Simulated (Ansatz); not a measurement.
CoBr2: single points at one geometry.

```yaml
crystal:
  periodic: [false, false, false]
  atoms:
    - {symbol: Co, position_ang: [-0.000512, -0.000291, -0.000005]}
    - {symbol: Br, position_ang: [-0.015633, -0.019751, 2.231023]}
    - {symbol: Br, position_ang: [0.016135, 0.020042, -2.231017]}
basis:
  gaussian: {orbitals: def2-TZVPD, initial_orbitals: start.molden}
magnetization: {spin_polarized: true, initial_magnetization: 3}
hamiltonian: {xc: r2scan, dispersion: d4}
scf: {omitted_lower_state_checks: [starts]}
output: {orbitals: {seedname: orbitals}}
```

The file start.molden holds the orbitals of an earlier run on this structure, at another level or in another basis.

```sh
$ ansatz run in.yaml --threads 2 --pin off --events-out ev --progress --plain --max-ram 4352MiB
```

Shortened log:

```
Functional definition: r2SCAN
1303 factors; their error is unknown
mean field evaluation 1: about -177721.8716 eV, gradient 9.6e0 eV
mean field evaluation 2: about -177722.0127 eV, gradient 4.0e-1 eV
mean field evaluation 4: about -177721.9961 eV, gradient 6.6e-2 eV
mean field evaluation 8: about -177721.9961 eV, gradient 1.3e-5 eV
mean field evaluation 16: about -177721.9961 eV, gradient 2.7e-6 eV
mean field -177721.99606864 eV, -6531.1628912269 hartree, gradient 2.7e-6 eV, S^2 3.761048; 0 other end points of the search recorded, 0 dependent functions left out
reference -177721.99608815 eV, -6531.1628919440 hartree; 50, 47 occupied and 112, 115 virtual orbitals, 1303 factors
Total energy: -177722.01282472 eV, -6531.1635070015 hartree
Checks for a lower state left out: starts
```

It took 77 s on 2 threads of Arm Neoverse N1 on a shared host.

The first input with `gaussian: {orbitals: def2-TZVP, initial_orbitals: start.molden}`, `hamiltonian: {xc: {name: CAM-B3LYP}, dispersion: d4}` (abridged; 50 s):

```
Functional definition: CAM-B3LYP
mean field -177732.05008037 eV, -6531.5323693432 hartree, gradient 3.6e-6 eV, S^2 3.761295
Total energy: -177732.12416020 eV, -6531.5350917267 hartree
Checks for a lower state left out: starts
```

As the first input, with `gaussian: {orbitals: def2-SVP, initial_orbitals: start.molden}`, `hamiltonian: {xc: pbe, dispersion: d4}` (abridged; 20 s):

```
Functional definition: PBE
mean field -177673.09800923 eV, -6529.3659206880 hartree, gradient 4.6e-6 eV, S^2 3.756345
Total energy: -177673.17729146 eV, -6529.3688342560 hartree
Checks for a lower state left out: starts
```

The first input with `gaussian: {orbitals: def2-TZVP, initial_orbitals: start.molden}` (abridged; 76 s):

```
Functional definition: r2SCAN
mean field -177721.96330729 eV, -6531.1616872696 hartree, gradient 2.7e-6 eV, S^2 3.760878
Total energy: -177721.98005658 eV, -6531.1623027945 hartree
Checks for a lower state left out: starts
```

As the first input, with `gaussian: {orbitals: def2-TZVP, initial_orbitals: start.molden}`, `hamiltonian: {xc: hf}` (abridged; 33 s):

```
Functional definition: HF
mean field -177591.81561949 eV, -6526.3788479603 hartree, gradient 3.2e-6 eV, S^2 3.761822
Total energy: -177591.81561949 eV, -6526.3788479603 hartree
Checks for a lower state left out: starts
```

As the first input, with `gaussian: {orbitals: def2-SVP, initial_orbitals: start.molden}`, `hamiltonian: {xc: pbe0, dispersion: d4}` (abridged; 43 s):

```
Functional definition: PBE0
mean field -177678.25703476 eV, -6529.5555113793 hartree, gradient 4.7e-6 eV, S^2 3.757184
Total energy: -177678.32589443 eV, -6529.5580419256 hartree
Checks for a lower state left out: starts
```

First input, but with `gaussian: {orbitals: def2-TZVP, initial_orbitals: start.molden}`, `hamiltonian: {xc: hse06, dispersion: d4}` (abridged; 44 s):

```
Functional definition: HSE06
mean field -177700.65338179 eV, -6530.3785619516 hartree, gradient 1.8e-6 eV, S^2 3.761215
Total energy: -177700.72008441 eV, -6530.3810132277 hartree
Checks for a lower state left out: starts
```

Geometry: PBE0-D4/def2-TZVP.

HSE06 is defined as in plane-wave codes, on full-range PBE exchange.
